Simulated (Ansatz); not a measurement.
Gas-phase reaction in SMILES: C#CC(F)(F)F [3,3,3-trifluoroprop-1-yne] + 4 C (CH4) → C#C (C2H2) [acetylene] + CC (C2H6) [ethane] + 3 CF (CH3F) [fluoromethane]
Geometries: B3LYP-D3(BJ)/def2-TZVP minima from Ansatz (an electronic-structure program).

Wanted: bond separation energy (electronic energy difference), in kcal/mol. Correlated levels leave the core frozen unless marked. No spin-orbit coupling. No relativistic terms. CBS(X,Y): correlation extrapolated as X^-3; Hartree-Fock from the larger set. The bracket is a focal-point correction in the basis named.

RI-MP2/CBS(cc-pVTZ,cc-pVQZ)+[CCSD(T)-MP2]/cc-pVTZ (Ansatz) gives 33.6 kcal/mol.

Q: Another calculation gave 31.0 kcal/mol. Which level was it?
(A) SVWN5/def2-TZVPD (Ansatz)
(B) BLYP/def2-TZVPD (Ansatz)
(C) B97M-V/def2-TZVPD (Ansatz)
(D) PBE0/def2-TZVPD (Ansatz)

A: B, BLYP/def2-TZVPD (Ansatz). The others give 34.4 (PBE0), 39.4 (B97M-V), 42.1 (SVWN5) kcal/mol.
